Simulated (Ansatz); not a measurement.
Cost and result for the atomization energy of `ClB1NCO1` (8 atoms, 8 bonds).

```xyz
8

Cl    1.606   -0.035    2.268
B     0.665    0.067    0.811
N    -0.639   -0.304    0.434
C    -0.267    0.178   -0.882
O     1.030    0.597   -0.420
H    -1.369   -0.941    0.683
H    -0.178   -0.594   -1.652
H    -0.848    1.031   -1.242
```

Charge 0, multiplicity 1. Geometry: relaxed with PBE0-D4/def2-TZVP. Program: Ansatz. All runs use 2 threads of an Arm Neoverse V1 on a shared host. Times are those of one run each, without the atoms' runs, and a repeat can differ threefold. Electronic energies, without spin–orbit coupling; frozen cores. CCSD(T)/CBS adds CCSD(T) − MP2 in def2-TZVPP to the MP2 limit, and its time is that of the two runs behind it. T1 = 0.013.

CCSD(T)/CBS is a level of theory with its own doubt, some kJ/mol a heavy atom from the limit and from the frozen cores, so smaller differences don't rank the functionals.

| level | functions | wall time |
| --- | --- | --- |
| LDA (SPW92)/def2-TZVPP | 208 | 1.4 s |
| revPBE-D4/def2-TZVPP | 208 | 2.4 s |
| BLYP-D4/def2-TZVPP | 208 | 2.6 s |
| PBE-D4/def2-TZVPP (with forces) | 208 | 3.1 s |
| PBE0-D4/def2-TZVPP | 208 | 4.2 s |
| CAM-B3LYP-D4/def2-TZVPP | 208 | 4.2 s |
| CCSD(T)/def2-SVP | 89 | 6 s |
| PBE-QIDH/def2-TZVPP | 208 | 9 s |
| B97M-V/def2-TZVPP | 208 | 13 s |
| ωB97M-V/def2-TZVPP (with forces) | 208 | 16 s |
| MP2/def2-QZVPP | 388 | 39 s |
| CCSD(T)/def2-TZVPP | 208 | 2.3 min |
| CCSD(T)/CBS(def2) | – | 2.9 min |

What atomization energy does each give, and how far from CCSD(T)/CBS? (Estimate.)

Computed: 
```tsv
level	atomization (kcal/mol)	difference from CCSD(T)/CBS	per bond
LDA (SPW92)/def2-TZVPP	923.4	141.9	17.7
revPBE-D4/def2-TZVPP	789.2	7.7	1.0
BLYP-D4/def2-TZVPP	787.2	5.7	0.7
PBE-D4/def2-TZVPP (with forces)	815.0	33.5	4.2
PBE0-D4/def2-TZVPP	793.3	11.8	1.5
CAM-B3LYP-D4/def2-TZVPP	789.0	7.5	0.9
CCSD(T)/def2-SVP	741.6	-39.9	-5.0
PBE-QIDH/def2-TZVPP	783.7	2.2	0.3
B97M-V/def2-TZVPP	788.9	7.4	0.9
ωB97M-V/def2-TZVPP (with forces)	790.7	9.2	1.1
MP2/def2-QZVPP	799.3	17.8	2.2
CCSD(T)/def2-TZVPP	758.5	-23.0	-2.9
CCSD(T)/CBS(def2)	781.5	0.0	0.0
```

Leaving LDA and LC-ωPBE aside and taking each functional with its dispersion term where it has one, the values, not all of them listed here, spread over 62.4 kcal/mol, from BHLYP-D4 to PBE-D4. LDA lies +112.1 kcal/mol from PBE without D4, its usual overbinding. From r2SCAN to r2SCAN0 (25 % exact exchange), in def2-TZVPP and without D4, the atomization energy moves by −17.4 kcal/mol: exact exchange takes away binding that semilocal exchange gives to molecules. At CCSD(T), def2-SVP lies −39.9 kcal/mol from the extrapolated value and def2-TZVPP −23.0 kcal/mol: correlation converges slowly with the basis, and small sets miss more of it in the bonded molecule than in its fragments.
